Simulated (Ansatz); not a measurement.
Name a neutral molecule of Al, C, N, Se and H with LUMO energy (PBE/def2-TZVPP) between -2.40 and -2.10 eV and LUMO energy (B3LYP/def2-TZVPP) between -1.45 and -1.15 eV (Ansatz, PBE0-D4/def2-TZVP geometry).

`C=[N][Al]([CH3])[SeH]` (-2.13 eV, -1.25 eV). Other molecules can fit too; these were computed, each in one conformer that needn't be the lowest.

B3LYP here is the variant with VWN-RPA as its local correlation; programs differ in this.
